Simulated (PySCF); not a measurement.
Stepwise substitution at one centre (Al OH-H). Isolated molecules, 0 K electronic values unless said otherwise. One relaxed conformer stands for each flexible species; it need not be the lowest. Strings in code marks are SMILES.

The S1–T1 gap (TDA) from two functionals at the same geometries (CAM-B3LYP-D3(BJ)/def2-TZVP), both in PySCF: PBE-D3(BJ)/def2-TZVP and CAM-B3LYP-D3(BJ)/def2-TZVP. Excitations are Tamm–Dancoff values on a coarser integration grid. The basis has no diffuse functions, so Rydberg states are missing or too high.

```csv
species,PBE-D3(BJ)/def2-TZVP (eV)
0 of 3 OH replaced by H,0.24
"1 of 3 OH replaced by H (`[AlH]([OH])[OH]` (H–O–Al–O torsion 0°, O–Al–O–H torsion 0°))",0.28
2 of 3 OH replaced by H (`[AlH2][OH]`),0.44
```

Q: What does CAM-B3LYP-D3(BJ)/def2-TZVP give for each?

A: 
- 0 of 3 OH replaced by H: 0.38
- 1 of 3 OH replaced by H (`[AlH]([OH])[OH]` (H–O–Al–O torsion 0°, O–Al–O–H torsion 0°)): 0.41
- 2 of 3 OH replaced by H (`[AlH2][OH]`): 0.50
Over these rows, drawn at random from the members with no instability flagged (it was tested for open shells, ions and some series alone), PBE minus CAM-B3LYP-D3(BJ): mean -0.11 eV, from -0.14 eV to -0.07 eV.
